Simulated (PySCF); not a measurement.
Molecule: C₆H₁₁ (charge -1, singlet). It need not be the lowest isomer of its formula. Whether it binds its extra electron was not tested at this geometry. 
Coordinates optimised at B3LYP-D3(BJ)/def2-TZVP (Ansatz):
```xyz
17

C      2.5082    -0.1932     0.0471
C      1.1302    -0.7763    -0.1760
C      0.0663     0.0460    -0.2658
C      0.0336     1.5714    -0.1986
C     -1.3196    -0.5513    -0.4451
C     -2.1796    -0.5249     0.8279
H      2.9315    -0.5870     0.9818
H      3.1955    -0.5350    -0.7393
H      2.6219     0.9163     0.0995
H     -0.4134     2.0075    -1.1062
H      1.0314     2.0006    -0.0889
H     -0.5702     1.9483     0.6403
H     -1.8748    -0.0316    -1.2463
H     -1.1810    -1.5893    -0.7565
H     -2.3288     0.4959     1.1930
H     -1.6741    -1.0890     1.6162
H     -3.1720    -0.9661     0.6691
```
Charge -1, spin multiplicity 1.

Dispersion corrections to the total energy (kcal/mol) from the dftd3 and dftd4 libraries through PySCF: D3(BJ) without and D4 with the three-body term, each with the damping fitted for the functional named.

```tsv
functional	D3(BJ)	D4
BP86	-12.51	-11.69
PBE0	-7.13	-7.56
LC-wPBE	-7.58	-9.80
CAM-B3LYP	…	-7.54
PBE	…	-8.94
PW6B95	-3.92	-7.51
BLYP	…	-19.69
```

Task: What belongs in the gaps?

Result: 
- CAM-B3LYP, D3(BJ): -6.25
- PBE, D3(BJ): -8.36
- BLYP, D3(BJ): -17.05
